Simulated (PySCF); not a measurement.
Correlation energy of B (boron, neutral)

[He] 2s2 2p1, 2P determinant. All numbers are calculated (PySCF 2.14, the non-relativistic Hamiltonian (point nucleus), in aug-cc-pwCVDZ). Frozen: nothing; 5 electrons correlated.

| level | correlation energy (mhartree) |
| --- | --- |
| CCSD | -88.68 |
| (T) | -1.17 |
| CCSD(T) | -89.85 |
| CCSDT | -90.25 |

Diagnostics: T1 = 0.011, D1 = 0.0274, largest double amplitude 0.074.

Question: Is a single reference adequate?

Answer: Mostly. T1 lies below 0.03, but a double amplitude of this size points to a near-degeneracy that CCSD handles and MP2 describes poorly.
